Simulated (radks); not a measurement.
Results of a calculation; reference values are marked as such.
Q: The argon ion Ar13+ is in [He] 2s2 2p(1/2: 1, 3/2: 0). Code: a radial shooting solver on a logarithmic mesh with Libxc functionals. Model: Dirac Kohn-Sham, BLYP, spin-unpolarised, spherical densities, finite nucleus; Fermi nuclear charge, rms radius of each element as measured or else 0.836 A^(1/3) + 0.57 fm. Sub-shells are occupied by j as written (lower j first in brackets). One electron is removed from 2p1/2, 2s1/2, 1s1/2 in turn, with full relaxation. Which removal costs least, and what does each cost?

A: 2p1/2 754.29 eV; 2s1/2 791.77 eV; 1s1/2 3857.8 eV. The 2p1/2 electron leaves first.
